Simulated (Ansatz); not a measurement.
Reaction (ligand exchange at the Si–O bond): `[OH][Al]([OH])[O][SiH3]` + `CS[SiH2]O` → `CS[SiH2]O[SiH3]` + `[OH][Al]([OH])[OH]`

Isolated molecules relaxed with PBE0-D4/def2-TZVP in Ansatz; ΔE leaves out vibrations. CBS: MP2 limit from def2 TZ/QZ plus the TZ coupled-cluster correction, frozen cores. This one scheme is used for every species. Functionals use def2-TZVPP. B3LYP here is the variant with VWN-RPA as its local correlation; programs differ in this. One conformer a species, not always the lowest.

`[OH][Al]([OH])[O][SiH3]`:

Cartesian coordinates in Å:
```
O 0.290 1.041 2.156
Al -0.418 0.961 0.629
O -1.544 2.132 0.172
O 0.017 -0.288 -0.400
Si 0.724 -1.615 -1.014
H 0.074 1.733 2.780
H -1.975 2.134 -0.681
H 2.162 -1.354 -1.290
H 0.055 -1.990 -2.288
H 0.616 -2.755 -0.065
```

`CS[SiH2]O`:

Z-matrix (Å, degrees):
```
C
S 1 1.818
H 1 1.089 2 111.0
H 1 1.090 2 110.8 3 -122.4
H 1 1.089 2 106.9 3 118.9
Si 2 2.119 1 99.7 3 59.8
O 6 1.646 2 113.6 1 -63.8
H 6 1.485 2 104.1 1 173.6
H 6 1.481 2 110.9 1 52.7
H 7 0.959 6 116.7 2 -56.8
```

`CS[SiH2]O[SiH3]`:

Z-matrix (Å, degrees):
```
C
S 1 1.818
H 1 1.089 2 111.1
H 1 1.089 2 106.8 3 118.7
H 1 1.090 2 110.9 3 -122.7
Si 2 2.118 1 99.8 3 67.8
O 6 1.636 2 112.7 1 -67.5
H 6 1.483 2 110.2 1 51.1
H 6 1.482 2 105.2 1 172.0
Si 7 1.641 6 139.1 2 -31.9
H 10 1.483 7 107.6 6 -173.4
H 10 1.487 7 110.1 6 67.4
H 10 1.485 7 110.8 6 -53.5
```

`[OH][Al]([OH])[OH]`:

Z-matrix (Å, degrees):
```
Al
O 1 1.689
O 1 1.689 2 120.0
O 1 1.689 2 120.0 3 -180.0
H 2 0.955 1 122.4 3 0.0
H 3 0.956 1 122.5 2 -180.0
H 4 0.956 1 122.4 2 0.0
```

```csv
level,ΔE (kJ/mol),difference from CCSD(T)/CBS
PBE0-D4,3.9,1.0
B3LYP-D4,2.5,-0.4
ωB97X-V,4.3,1.4
B2PLYP,6.8,3.9
PBE,7.1,4.2
r2SCAN,6.6,3.7
PBE0,7.6,4.7
B3LYP,8.9,6.0
HF/def2-TZVPP,11.1,8.2
MP2/def2-TZVPP,3.5,0.6
SCS-MP2/def2-TZVPP,4.9,2.0
CCSD(T)/def2-TZVPP,4.3,1.4
HF/def2-QZVPP,11.1,8.2
SCS-MP2/def2-QZVPP,4.2,1.3
HF/CBS(def2),11.1,8.2
CCSD/CBS(def2),3.9,1.0
CCSD(T)/CBS,2.9,0
```

Largest T1 diagnostic among the species: 0.012.

The D4 term adds −6.5 kJ/mol with B3LYP and −3.7 kJ/mol with PBE0; it sums over pairs of atoms, weighted by their polarisabilities, and B3LYP, whose exchange is more repulsive, gets the larger term. In def2-TZVPP, CCSD(T) changes the Hartree–Fock value by −6.8 kJ/mol (the triples alone add −1.0 kJ/mol) and MP2 by −7.6 kJ/mol.
